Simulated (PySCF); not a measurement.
**C⁺: ionisation energy**

C⁺ [He] 2s2 2p1 (2P) → C²⁺ [He] 2s2 (1S), as a difference of total energies. All numbers are calculated (PySCF 2.14, scalar relativity by spin-free X2C-1e, in ANO-RCC-VQZP). Correlated levels: valence: 1s2 frozen; valence and next inner shell: nothing frozen. The calculations carry no spin-orbit coupling.

```json
{"method": "UHF", "ionisation energy (eV)": "24.179", "error (eV)": "-0.199"}
{"method": "LDA", "ionisation energy (eV)": "24.792", "error (eV)": "+0.414"}
{"method": "PBE", "ionisation energy (eV)": "24.875", "error (eV)": "+0.497"}
{"method": "PBE0", "ionisation energy (eV)": "24.855", "error (eV)": "+0.477"}
{"method": "r2SCAN", "ionisation energy (eV)": "25.029", "error (eV)": "+0.651"}
{"method": "B97-3", "ionisation energy (eV)": "24.836", "error (eV)": "+0.458"}
{"method": "wB97X-V", "ionisation energy (eV)": "24.657", "error (eV)": "+0.279"}
{"method": "TPSSh", "ionisation energy (eV)": "25.012", "error (eV)": "+0.634"}
{"method": "BP86", "ionisation energy (eV)": "24.942", "error (eV)": "+0.564"}
{"method": "MP2 (valence)", "ionisation energy (eV)": "24.420", "error (eV)": "+0.042"}
{"method": "SCS-MP2 (valence)", "ionisation energy (eV)": "24.380", "error (eV)": "+0.002"}
{"method": "MP2 (valence and next inner shell)", "ionisation energy (eV)": "24.458", "error (eV)": "+0.080"}
{"method": "SCS-MP2 (valence and next inner shell)", "ionisation energy (eV)": "24.407", "error (eV)": "+0.029"}
```

Reference: 24.378 eV (measured; NIST levels, between the centres of gravity of the two terms).

Errors of the correlated levels include the incompleteness of this basis and the frozen core.
